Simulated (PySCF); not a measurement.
Labels have come off several samples. The candidates:

A. SMILES o1c(C=C)pc2c1cccc2
B. `C#Cc1ccc(C(C)=O)pc1`
C. SMILES CO[C@@](C)(C(=O)Cl)C(C)C
D. `O(C=O)[Si@@H](O)N1C=CC=C1`

Spectrum 1. 13C{1H} NMR (computed): δ 194.8 (C), 92.1 (C), 55.1 (CH3), 40.9 (CH), 19.0 (CH3), 18.0 (CH3), 14.3 (CH3).

Spectrum 2. 13C{1H} NMR (computed): δ 206.3 (C), 164.6 (C), 147.5 (C), 137.8 (CH), 135.1 (CH), 132.4 (CH), 127.7 (CH), 121.2 (CH2), 118.6 (CH).

Spectrum 3. 13C{1H} NMR (computed): δ 167.1 (CH), 124.3 (CH), 118.1 (CH).

Spectrum 4. 13C{1H} NMR (computed): δ 201.4 (C), 174.8 (CH), 173.6 (C), 139.0 (CH), 138.9 (CH), 133.8 (C), 92.0 (CH), 89.9 (C), 26.6 (CH3).

PySCF calculation with GFN2-xTB structure and PBE0/pcSseg-1 with gauge-including orbitals; one conformer, gas phase, one averaged value for each set of equivalent atoms, no relativistic terms.

Scale: TMS for 13C (reference shieldings calculated alike). Splittings of carbon signals by F and P are missing where no couplings were computed. Shifts are as computed. Against solution values, carbons near 30 ppm lie about +3 ppm off and those near 130 ppm about +5 ppm; carbons on Cl a further +6 ppm. Of 1211 compounds with measured shifts, 218 miss one by over three times the rms of a fit or turn the order of signals round; such compounds aren't used in these exercises. Carbons bonded to Cl come out too deshielded.

Q: Match each spectrum to its structure.

A: 1–C, 2–A, 3–D, 4–B.

- Spectrum 1 (C): 7 13C signals; δC 92.1 is a fully substituted sp3 carbon bonded to O, α to a carbonyl; δC 55.1 is a methyl carbon bonded to O.
- Spectrum 2 (A): 9 13C signals; δC 137.8 is an alkene CH; δC 135.1 is an aromatic CH.
- Spectrum 3 (D): 3 13C signals; δC 167.1 is a carbonyl carbon; δC 124.3 is an aromatic CH next to a ring nitrogen.
- Spectrum 4 (B): 9 13C signals; δC 201.4 is a ketone carbonyl carbon; δC 139.0 is an aromatic CH.
